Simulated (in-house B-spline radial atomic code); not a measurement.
Configurations of Mg2+, with energies counted from [He] 2s2 2p6. All numbers are computed (non-relativistic TPSSh, spin-polarised, spherical fractional occupations; point nucleus) with a radial B-spline atomic code at the basis-set limit, not measured. Caution: exact exchange at fractional occupations of open shells leaves self-interaction of up to several eV. Shells without spins written out take the highest spin.

Occupations are held fixed; configurations that lie above the ionisation limit could autoionise.

| configuration | E - E(ref) (eV) | highest orbital | its <r> (bohr) |
| --- | --- | --- | --- |
| [He] 2s2 2p(3 up, 2 down) 3d(1 up, 0 down) | 67.887 | 3d up | 3.323 |
| [He] 2s1 2p6 3s1 | 87.289 | 3s up | 2.296 |
| [He] 2s(0 up, 1 down) 2p6 3p(1 up, 0 down) | 93.716 | 3p up | 2.656 |
| [He] 2s1 2p6 3d1 | 100.66 | 3d up | 3.317 |

Task: Order these further configurations by energy, lowest first.
A. [He] 2s(1 up, 0 down) 2p6 3s(0 up, 1 down)
B. [He] 2s1 2p6 3p1
C. [He] 2s2 2p5 3s1
D. [He] 2s2 2p(2 up, 3 down) 3p(0 up, 1 down)

Result: C (54.488 eV), D (60.716 eV), A (87.594 eV), B (93.551 eV).
